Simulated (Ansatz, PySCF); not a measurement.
This PySCF input computes a PBE/def2-TZVPD energy:

```python
from pyscf import gto, scf, dft

mol = gto.M(
    atom='''
    Si    0.03127304    0.01096385    0.01039759
    C     1.60930630   -0.92719534   -0.07727084
    C    -1.40887144   -0.86641574   -0.77581069
    O    -0.44980312    0.24853163    1.57728874
    O     0.37636572    1.44105708   -0.74650600
    H     1.73347167   -1.90282125    0.38027212
    H     2.48166437   -0.55903426   -0.60505659
    H    -1.23262162   -1.03291371   -1.83974761
    H    -2.32555767   -0.28139398   -0.66687523
    H    -1.57799188   -1.83517973   -0.30160725
    H     0.19930125    0.61689073    2.18256534
    H    -0.33119883    2.08591524   -0.82288964
    ''',
    basis='def2-tzvpd',
    charge=0,
    spin=1,
    verbose=4,
)

mf = dft.UKS(mol, xc='pbe').density_fit(auxbasis='def2-universal-jkfit')
mf.grids.level = 3
mf.conv_tol = 1e-9
mf.max_cycle = 100
mf.max_memory = 1500
mf.kernel()
if not mf.converged:
    mf = mf.newton()
    mf.kernel(mf.make_rdm1())
for _ in range(2):
    mo, _, stable, _ = mf.stability(return_status=True)
    if stable:
        break
    mf.kernel(mf.make_rdm1(mo, mf.mo_occ))
mf.analyze()
```

### Question
Write an input for the same energy in Ansatz (a quantum-chemistry and plane-wave program) and say what it gives.

### Answer

Ansatz 0.2 input:
```yaml
crystal:
  periodic: [false, false, false]
  atoms:
    - {symbol: Si, position_ang: [0.03127304, 0.01096385, 0.01039759]}
    - {symbol: C, position_ang: [1.60930630, -0.92719534, -0.07727084]}
    - {symbol: C, position_ang: [-1.40887144, -0.86641574, -0.77581069]}
    - {symbol: O, position_ang: [-0.44980312, 0.24853163, 1.57728874]}
    - {symbol: O, position_ang: [0.37636572, 1.44105708, -0.74650600]}
    - {symbol: H, position_ang: [1.73347167, -1.90282125, 0.38027212]}
    - {symbol: H, position_ang: [2.48166437, -0.55903426, -0.60505659]}
    - {symbol: H, position_ang: [-1.23262162, -1.03291371, -1.83974761]}
    - {symbol: H, position_ang: [-2.32555767, -0.28139398, -0.66687523]}
    - {symbol: H, position_ang: [-1.57799188, -1.83517973, -0.30160725]}
    - {symbol: H, position_ang: [0.19930125, 0.61689073, 2.18256534]}
    - {symbol: H, position_ang: [-0.33119883, 2.08591524, -0.82288964]}
basis:
  gaussian:
    orbitals: def2-TZVPD
hamiltonian:
  xc: {name: PBE}
magnetization: {spin_polarized: true, initial_magnetization: 1}
output: {forces: true}
```
It gives -520.11489 Eh, and PySCF -520.11503 Eh, a difference of 0.14 mEh, from the treatment of integrals and grids.

It need not be the lowest isomer of its formula.
